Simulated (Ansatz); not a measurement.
Reaction (ligand exchange at a P–O bond): `C[SiH2]OP` + `OB(F)F` → `FB(F)OP` + `C[SiH2]O`

Calculated with Ansatz (gas phase, PBE0-D4/def2-TZVP geometries, no zero-point term in ΔE). CBS: MP2 limit from def2 TZ/QZ plus the TZ coupled-cluster correction, frozen cores. This one scheme is used for every species. DFT in def2-TZVPP. B3LYP here is the variant with VWN-RPA as its local correlation; programs differ in this. One conformer a species, not always the lowest.

(1) Is it downhill or uphill in electronic energy at CCSD(T)/CBS, and by how much? (Estimate.)

(2) What do these levels give: PBE-D4, PBE0-D4, B3LYP-D4, ωB97X-V, ωB97M-V, B3LYP, HF/def2-TZVPP, MP2/def2-TZVPP, SCS-MP2/def2-TZVPP, CCSD(T)/def2-TZVPP, HF/CBS(def2), CCSD/CBS(def2)? (Best estimate.)

Largest T1 diagnostic among the species: 0.013.

## Answers

(1) Computed: Uphill: ΔE = +0.19 eV.

(2) Ansatz gave: PBE-D4 0.18, PBE0-D4 0.20, B3LYP-D4 0.19, ωB97X-V 0.18, ωB97M-V 0.17, B3LYP 0.15, HF/def2-TZVPP 0.18, MP2/def2-TZVPP 0.20, SCS-MP2/def2-TZVPP 0.19, CCSD(T)/def2-TZVPP 0.18, HF/CBS(def2) 0.18, CCSD/CBS(def2) 0.19 eV.

The D4 term adds +0.04 eV with B3LYP and +0.02 eV with PBE0; it sums over pairs of atoms, weighted by their polarisabilities, and B3LYP, whose exchange is more repulsive, gets the larger term.
